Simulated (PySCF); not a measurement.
C8H6Cl (doublet state).
Cartesian coordinates in Å at the GFN2-xTB level; atoms count from 1:
```xyz
15
C8H6Cl angstrom
C      3.3033    1.0206    0.3312
C      2.1613    0.6721    0.2122
C      0.8072    0.2692    0.0691
C      0.4019   -0.9472    0.5370
C     -1.0027   -1.4167    0.4150
C     -1.8993   -0.4388   -0.2631
C     -1.4332    0.7568   -0.7051
Cl    -2.5259    1.8592   -1.4857
C     -0.0980    1.1525   -0.5619
H      4.3027    1.3219    0.4372
H      1.1072   -1.6085    1.0173
H     -1.0284   -2.3773   -0.1249
H     -1.4036   -1.6524    1.4145
H     -2.9339   -0.7127   -0.3905
H      0.2370    2.1092   -0.9242
```

As a line formula: `C#CC1=CC[CH]C(Cl)=C1` [radical].

Method: UKS B3LYP, pcH-1 on C Cl H, non-relativistic, mean-field spin-orbit, GIAO (PySCF). Isolated species at its GFN2-xTB geometry, gas phase. The geometry wasn't refined by DFT: couplings that depend on bond lengths, twists or pyramidal angles can differ widely from those at the functional's own minimum. No stability test was run, so a lower SCF solution isn't excluded. ⟨S²⟩ is 0.794 where a pure state has 0.75.

(1) What is the g tensor, term by term?

(2) Average each term over the three axes. Which is largest in size?

(3) What are the electron Larmor frequencies g μB B/h along the three axes at 1200 mT?

(4) At 9.584 GHz, how far is the centre of the isotropic spectrum from where a free electron (g = 2.002319) resonates?

(5) In a frozen sample, at which fields do the three g values resonate at 9.5, 34, 94 and 263 GHz (hyperfine left aside), and which band first spreads them over more than twice a line width of 0.5 mT?

Answers

(1) 
| Δg (ppm) | 1 | 2 | 3 |
| --- | --- | --- | --- |
| relativistic mass correction | -137 | -137 | -137 |
| gauge correction | 19 | 0 | 24 |
| orbital Zeeman/spin–orbit | 43 | 70 | 264 |
| total | -75 | -67 | 151 |

So g = 2.00224, 2.00225, 2.00247 and g_iso = 2.00232; the tensor is close to axial: the two nearest values differ by 3 % of g3 − g1. Axes: g3 points within 13° of the C5–C6 bond.

(2) The mass correction -137, the orbital-Zeeman/spin–orbit term 126 and the gauge correction 14 ppm, for a total of 3 ppm. The mass correction is the same along every axis, so the anisotropy comes from the other two: their spans along these axes are 23 (gauge) and 221 ppm (orbital Zeeman/spin–orbit).

(3) 33.6287, 33.6288, 33.6325 GHz for g1, g2 and g3, a range of 3.8 MHz.

(4) B = hν/(g μB) with μB/h = 13.99624 MHz/mT gives 341.98 mT for the free electron and 341.98 mT at g_iso, the same within 0.01 mT.

(5) 
| band | GHz | B(g3) mT | B(g2) mT | B(g1) mT | spread mT |
| --- | --- | --- | --- | --- | --- |
| X | 9.5 | 338.96 | 339.00 | 339.00 | 0.04 |
| Q | 34.0 | 1213.11 | 1213.25 | 1213.25 | 0.14 |
| W | 94.0 | 3353.90 | 3354.27 | 3354.28 | 0.38 |
| J | 263.0 | 9383.79 | 9384.81 | 9384.85 | 1.06 |

The spread grows in proportion to the frequency. J band is the first where it exceeds 1.0 mT.

The Mulliken spin populations are largest on C9 (+0.58), C6 (+0.45), C4 (+0.44) and C7 (-0.20). Three atoms exceed +0.15. The positive populations add up to 1.63 and the negative ones to -0.63, together 2S = 1. The angles at C9 add up to 360.0°, so it is planar.

The HOMO–LUMO gaps are 3.94 eV among the α and 4.05 eV among the β orbitals.

The SMILES draws the unpaired electron on C6; the largest computed Mulliken spin population is on C9 (0.58 against 0.45).
